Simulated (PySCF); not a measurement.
C4H8BN, SMILES NB1CC=CC1.

The structure is a stationary point at B3LYP-D3(BJ)/def2-SVP. This is a generated structure with no PubChem entry under its InChIKey; it may be hypothetical. One conformer was computed; it need not be the lowest.

All values below come from TDDFT-PBE/def2-SVPD (PySCF 2.14.0).

Vertical excitations.  State labels are in the subgroup C2v.

Computed excitation energies, oscillator strengths and character:
| state | symmetry | energy (eV) | λ (nm) | f | main pairs |
|---|---|---|---|---|---|
| S1 | B1 | 5.21 | 238 | 0.000 | HOMO→LUMO 100 % |
| S2 | A1 | 5.42 | 229 | 0.000 | HOMO→LUMO+2 99 % |
| S3 | B1 | 6.18 | 201 | 0.003 | HOMO→LUMO+3 100 % |
| S4 | B2 | 6.39 | 194 | 0.003 | HOMO−1→LUMO 77 %, HOMO→LUMO+1 14 % |
| S5 | B2 | 6.44 | 192 | 0.089 | HOMO→LUMO+1 39 %, HOMO−2→LUMO+1 37 %, HOMO−1→LUMO 23 % |
| S6 | B1 | 6.50 | 191 | 0.001 | HOMO−1→LUMO+1 100 % |
| S7 | A2 | 6.53 | 190 | 0.000 | HOMO→LUMO+4 100 % |
| S8 | A2 | 6.63 | 187 | 0.000 | HOMO−1→LUMO+2 99 % |
| S9 | B1 | 6.71 | 185 | 0.023 | HOMO−2→LUMO 99 % |
| S10 | B1 | 7.08 | 175 | 0.010 | HOMO→LUMO+5 100 % |
| T1 | B2 | 4.31 | 288 | 0 | HOMO→LUMO+1 98 % |
| T2 | B1 | 5.17 | 240 | 0 | HOMO→LUMO 100 % |
| T3 | A1 | 5.22 | 238 | 0 | HOMO→LUMO+2 99 % |
| T4 | B1 | 6.09 | 204 | 0 | HOMO→LUMO+3 99 % |
Triplets are in the Tamm–Dancoff approximation, which puts them higher than full response would, so one can lie above its singlet here.
